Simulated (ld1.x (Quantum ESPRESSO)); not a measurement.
boron (B): one change to a TM potential, before and after

ld1.x (Quantum ESPRESSO) 7.5 input, shortened:

```
&input
   title='B', zed=5., rel=0, dft='PW91', iswitch=3,
   config='[He] 2s2 2p0.5 3d-2'
 /
 &inputp
   pseudotype=2, tm=.true., lloc=2,
   nlcc=.true., new_core_ps=.true.
 /
3
2S  1  0   2.00   0.00  1.10  1.10  0.0
2P  2  1   0.50   0.00  2.30  2.30  0.0
3D  3  2  -2.00   0.50  2.35  2.35  0.0
 &test
   configts(1)='2s2 2p0.5'
 /
```

All-electron outer shells of the reference configuration (PW91, non-relativistic, ld1.x):

| shell | level (eV) | outermost node (bohr) | outermost maximum (bohr) |
| --- | --- | --- | --- |
| 2s | -14.17 | 0.46 | 1.48 |
| 2p | -8.14 | – | 1.48 |

Change: scalar-relativistic.

Cutoffs: the cutoffs (Ry, on a coarse ladder) from which the occupation-weighted sum of valence levels, in a spherical-Bessel basis at the reference potential, stays within 10 and 1 mRy of its value at 400 Ry; they do not see the model core or the augmentation charge, which bear on the density cutoff. Errors are all-electron minus pseudo energies relative to the spin-unpolarised reference configuration.

What does the change do?

The potential gets neither clearly harder nor softer (21 Ry and 70 Ry → 21 Ry and 70 Ry); the errors of the 7 common tests hardly move; neither file shows a bound ghost.

| quantity | base | changed |
| --- | --- | --- |
| cutoff, loose | 21 Ry | 21 Ry |
| cutoff, tight | 70 Ry | 70 Ry |
| bound ghosts | none | none |
| error for 2s2 2p1, meV [ΔE -2.91 eV] | +4.0 | +4.1 |
| error for 2s2 2p0, meV [ΔE 5.36 eV] | +13 | +13 |
| error for 2s1 2p0, meV [ΔE 30.82 → 30.83 eV] | +74 | +74 |
| error for 2s0 2p3, meV [ΔE 8.79 → 8.81 eV] | +8.0 | +7.9 |
| error for 2s2 2p1.3, meV [ΔE -3.66 eV] | +6.5 | +6.6 |
| error for 2s1 2p2, meV [ΔE 2.93 → 2.94 eV] | +8.8 | +8.8 |
| error for 2s1 2p1, meV [ΔE 11.49 → 11.50 eV] | -14 | -14 |
| s: phases at 2.55 bohr within 0.05 rad from the reference energy up to (Ry; the scan ends near 5) | 1.5 | 1.5 |
| p: phases at 2.55 bohr within 0.05 rad from the reference energy up to (Ry; the scan ends near 5) | 1.5 | 1.5 |
| d: phases at 2.55 bohr within 0.05 rad from the reference energy up to (Ry; the scan ends near 5) | to the end of the scan | to the end of the scan |
